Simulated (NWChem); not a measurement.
Species: C3H4BCl; SMILES C#CB(C)Cl

Computed with NWChem. Pople sets run with spherical d functions. Medium grid unless said otherwise, to which SCAN and Minnesota functionals are sensitive. All runs use the structure optimised with PBE0/def2-SVP. Hybrids' shares of exact exchange are those that their runs print; pure functionals count as 0. The functionals differ in more than this share.

```csv
row,share of exact exchange,highest occupied level (eV)
PBE/6-31G*,0.00,-6.73
PW91/6-31G*,0.00,-6.76
B3LYP/6-31G*,0.20,-7.71
MPW1K/6-31G*,0.43,-8.99
M05-2X/6-31G*,0.56,withheld
Hartree-Fock/6-31G*,1.00,-10.86
```

**Question.** Fit a straight line of the last column on the one before it, predict the withheld value, and compare with the run.

**Answer.** 
1. Means of the 5 shown rows: x = 0.326, y = -8.210. Slope Σ(x − x̄)(y − ȳ)/Σ(x − x̄)² = -2.885/0.6935 = -4.161; intercept -6.854.
2. The shown rows scatter about the line by 0.184 (root mean square); the largest residual is -0.35, at MPW1K/6-31G*.
3. At x = 0.56 (M05-2X/6-31G*; inside the shown range) the line gives -9.18.
4. The run gives -9.41, -0.23 from the line, 1.3 times the scatter.
